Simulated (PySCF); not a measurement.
# Structure from 2D NMR

Compound of formula C8H7N3Si. Correlations simulated from computed shifts and the bond graph:

HSQC (one-bond C–H):
```tsv
δH	δC
7.93	133.6
7.85	139.8
3.44	97.3
```

COSY cross peaks (H two or three bonds apart, from the bond graph; peaks can be absent where the dihedral angle is near 90°):
```tsv
δH	δH
7.93	7.85
```

HMBC (two and three bonds, from the bond graph):
```tsv
δH	δC
7.93	149.3, 139.8, 121.7, 112.3, 84.9
7.85	145.1, 133.6, 121.7, 112.3
4.77	145.1, 139.8, 112.3
3.44	121.7, 84.9
```

Carbons without hydrogens: δ 149.3, 145.1, 121.7, 112.3, 84.9.

Computed data (PySCF 2.14.0 with density-fitted response routines): coordinates at the GFN2-xTB level, shielding tensors at PBE0/pcSseg-1 (GIAO). No relativistic terms, one computed conformer, averaged over atoms made equivalent by symmetry, fast rotation or ring inversion, gas phase.

Referencing at the same level of theory: ¹H, ¹³C against TMS.

Exchangeable hydrogens are left out of these lists.

Assemble the structure.

Results:

SMILES C#Cc1ccc([SiH3])c2[nH]nnc12.

Structure with atom numbers: `[CH:1]#[C:2][c:3]1[cH:4][cH:5][c:6]([SiH3:7])[c:8]2[nH:9][n:10][n:11][c:12]12`; H(Xn) means a hydrogen on atom n.

- δC 149.3 is C12, a ring-fusion aromatic carbon.
- δC 145.1 is C8, a ring-fusion aromatic carbon.
- δC 139.8 is C5, an aromatic CH (δH 7.85).
- δC 133.6 is C4, an aromatic CH (δH 7.93).
- δC 121.7 is C3, a substituted aromatic carbon.
- δC 112.3 is C6, a substituted aromatic carbon.
- δC 97.3 is C1, a terminal alkyne carbon (δH 3.44).
- δC 84.9 is C2, an alkyne carbon.
- HMBC from δH 7.93 reaches the proton-free carbons C12, C3, C6, C2.
- HMBC from δH 7.85 reaches the proton-free carbons C8, C3, C6.
- HMBC from δH 4.77 reaches the proton-free carbons C8, C6.
- HMBC from δH 3.44 reaches the proton-free carbons C3, C2.
- COSY links 7.93–7.85.

The shifts were computed for this structure.

OH/NH shifts are gas-phase values; hydrogen bonding in solution moves them, usually downfield. Shifts are as computed. Against solution values, carbons near 30 ppm lie about +3 ppm off and those near 130 ppm about +5 ppm. Of 1211 compounds with measured shifts, 218 miss one by over three times the rms of a fit or turn the order of signals round; such compounds aren't used in these exercises.
